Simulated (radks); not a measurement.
Results of a calculation; reference values are marked as such.
The niobium ion Nb3+, configuration [Ar] 3d10 4s1.5 4p6 4d2 5d0.5 (fractional occupations, a model configuration).

Code: a radial shooting solver on a logarithmic mesh with Libxc functionals. Model: Dirac Kohn-Sham, exchange-only B88, spin-unpolarised, spherical densities, point nucleus; open shells fill j = l - 1/2 first.

Energy parts (eV):
part                   energy
total             -103828.778
kinetic            107531.733
electron-nucleus  -249462.770
Hartree             41267.655
exchange            -3165.396

Orbitals (lengths in bohr, moments of r in powers of bohr; r(max) is where P^2 peaks):
| orbital | occ. | eigenvalue (eV) | <r^2> | r(max) | <r^4> |
|---|---|---|---|---|---|
| 1s1/2 | 2 | -18840.24 | 0.001757 | 0.02349 | 7.985e-06 |
| 2s1/2 | 2 | -2666.089 | 0.02938 | 0.1333 | 0.001491 |
| 2p1/2 | 2 | -2450.004 | 0.02223 | 0.1038 | 0.0009945 |
| 2p3/2 | 4 | -2354.160 | 0.02361 | 0.1076 | 0.001108 |
| 3s1/2 | 2 | -474.5906 | 0.2251 | 0.3957 | 0.07874 |
| 3p1/2 | 2 | -393.2490 | 0.2242 | 0.3831 | 0.08247 |
| 3p3/2 | 4 | -377.7115 | 0.2348 | 0.3923 | 0.09031 |
| 3d3/2 | 4 | -234.0101 | 0.2237 | 0.3326 | 0.09794 |
| 3d5/2 | 6 | -231.1152 | 0.2272 | 0.3353 | 0.1009 |
| 4s1/2 | 1.5 | -92.4570 | 1.465 | 1.024 | 3.215 |
| 4p1/2 | 2 | -69.4291 | 1.754 | 1.093 | 4.775 |
| 4p3/2 | 4 | -67.1624 | 1.832 | 1.116 | 5.202 |
| 4d3/2 | 2 | -33.2817 | 3.209 | 1.364 | 17.72 |
| 4d5/2 | 0 | -33.0286 | 3.252 | 1.373 | 18.19 |
| 5s1/2 | 0 | -26.9204 | 8.510 | 2.526 | 104.0 |
| 5p1/2 | 0 | -21.3221 | 11.22 | 2.888 | 181.7 |
| 5p3/2 | 0 | -20.9486 | 11.60 | 2.943 | 193.9 |
| 5d3/2 | 0.5 | -13.3649 | 21.54 | 4.098 | 665.0 |
| 5d5/2 | 0 | -13.3192 | 21.69 | 4.116 | 674.3 |
| 4f5/2 | 0 | -11.1039 | 18.58 | 3.515 | 565.9 |
| 4f7/2 | 0 | -11.1025 | 18.59 | 3.516 | 566.4 |

The highest occupied level is 5d3/2 at -13.365 eV. The configuration is held as typed, so some empty levels lie below it. The density falls to 0.001 e/bohr^3 at r = 3.83 bohr. Summed over all electrons, <r^2> = 34.52 bohr^2, which gives a Langevin (diamagnetic) susceptibility term of -27.3 x 10^-6 cm^3/mol.
